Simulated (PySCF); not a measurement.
## Electron correlation in B⁺ (boron, charge +1)

[He] 2s1 2p1, 2s spin antiparallel (an excited configuration). All numbers are calculated (PySCF 2.14, the spin-free X2C one-electron Hamiltonian (Gaussian nucleus), in aug-cc-pCVTZ-DK (7s6p4d2f, 59 functions)). Frozen: 1s2; 2 electrons correlated.

Total MP2 correlation energy: -31.03 mhartree.

Same-spin part 0.00 and opposite-spin part -31.03 mhartree; SCS-MP2 scales them by 1/3 and 6/5 to -37.24 mhartree.
